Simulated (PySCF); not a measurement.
**How methods differ on the ionisation energy of Yb**

Yb [Xe] 4f14 6s2 (1S) → Yb⁺ [Xe] 4f14 6s1 (2S), as a difference of total energies. Calculation: PySCF 2.14, in cc-pVTZ-X2C; the spin-free X2C one-electron Hamiltonian (Gaussian nucleus). The calculations carry no spin-orbit coupling.

| method | ionisation energy (eV) | error (eV) |
| --- | --- | --- |
| UHF | 5.138 | -1.116 |
| M06 | 6.571 | +0.317 |
| PW91 | 6.364 | +0.110 |
| r2SCAN0 | 6.044 | -0.210 |

Reference: 6.254 eV (measured; NIST Atomic Spectra Database, ionization energies).
